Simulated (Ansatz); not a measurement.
Ideal-gas functions of `N=[C](N)[GaH2]` at 298.15 K and 1 bar, from an Ansatz frequency run at PBE0-D4/def2-TZVP.

Molar mass 114.79 g/mol, point group C1 (symmetry number 1), electronic degeneracy 1, moments of inertia 49.371, 174.189, 223.35 u Å². Harmonic wavenumbers (cm⁻¹, unscaled): 119, 181, 292, 329, 355, 476, 563, 623, 646, 740, 852, 1119, 1151, 1370, 1616, 1654, 1951, 1981, 3528, 3572, 3732.

Use S(trans) = R[1.5 ln M + 2.5 ln T − 1.1517]; rotational temperatures θ = 24.2544 K / I; S(rot) = R[ln(√π/σ · √(T³/θAθBθC)) + 1.5]; for each mode x = 1.438777 ν̃/T, S = R[x/(eˣ − 1) − ln(1 − e⁻ˣ)] and H = RT x/(eˣ − 1); 1 cm⁻¹ = 0.0119627 kJ/mol; R = 8.31446 J/(mol·K).

Q: By hand: the entropy, in J/(mol·K).

A: Translation 168.0. Rotation: θ = 0.4913, 0.1392, 0.1086 K, giving 108.7. Vibration, mode by mode: 13.04, 9.70, 6.12, 5.29, 4.79, 3.02, 2.17, 1.72, 1.58, 1.10, 0.71, 0.24, 0.21, 0.09, 0.03, 0.03, 0.01, 0.01, 0.00, 0.00, 0.00, in all 49.8. Electronic 0.0. Sum 326.5 J/(mol·K).

Q: By hand: H − E and G − E in kJ/mol, counted from the electronic energy.

A: Zero-point energy ½ × 26850 × 0.0119627 = 160.6; thermal vibration 8.9; translation, rotation and pV give 4 RT = 9.9. H − E = 179.4 kJ/mol, and G − E = 179.4 − 298.15 × 326.5/1000 = 82.1 kJ/mol.

Vibration gives 15 % of the entropy, 13.0 J/(mol·K) of it from the mode under 150 cm⁻¹: soft modes count most, and the harmonic formula is weakest for them. The sum counts one conformer and one mirror image; others add a mixing term.
